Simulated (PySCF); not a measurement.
Predicted microwave data (PBE0/pcSseg-1 in PySCF (dipole) on a GFN2-xTB geometry, gas phase) for one isomer of C8H6ClFO:

```
Rotational constants : A = 2004, B = 571.3, C = 445.8 MHz
Dipole components    : |μa| = 3.93 D, |μb| = 0.70 D, |μc| = 0.04 D
Inertial defect      : -3.11 u·Å²
κ                    : -0.84
```

Problem. Which candidate fits, each taken in the one conformer that was computed?
A. `[CH3:1][c:2]1[cH:3][c:4]([C:5](=[O:6])[F:7])[cH:8][cH:9][c:10]1[Cl:11]` with C3–C4–C5–O6 0°
B. `[CH3:1][c:2]1[cH:3][cH:4][c:5]([F:6])[cH:7][c:8]1[C:9](=[O:10])[Cl:11]` with C7–C8–C9–O10 -168°
C. `[CH3:1][c:2]1[cH:3][cH:4][c:5]([C:6](=[O:7])[Cl:8])[cH:9][c:10]1[F:11]` with C4–C5–C6–O7 0°
D. `Fc1ccc2c(c1Cl)OCC2`

Solution. C. It is Cc1ccc(C(=O)Cl)cc1F, an asymmetric top. The candidates at the same level (rigid rotor, commonest isotopes):

```csv
SMILES,A (MHz),B (MHz),C (MHz),μa (D),μb (D),μc (D),Δ (u·Å²),point group,rotor
Cc1ccc(C(=O)Cl)cc1F,2004,571.3,445.8,3.93,0.70,0.04,-3.11,–,asymmetric top
Cc1cc(C(=O)F)ccc1Cl,2331,521.4,427.2,2.96,0.32,0.00,-3.11,Cs,near-prolate asymmetric top
Fc1ccc2c(c1Cl)OCC2,1516,880.6,560.9,4.07,1.81,0.00,-6.33,Cs,asymmetric top
Cc1ccc(F)cc1C(=O)Cl,1334,774.7,494.0,2.73,1.83,0.21,-8.00,C1,asymmetric top
```

`Cc1ccc(F)cc1C(=O)Cl` has B 36 % too high; `Cc1cc(C(=O)F)ccc1Cl` has A 16 % too high; `Fc1ccc2c(c1Cl)OCC2` has B 54 % too high. No structure here is proved a minimum.
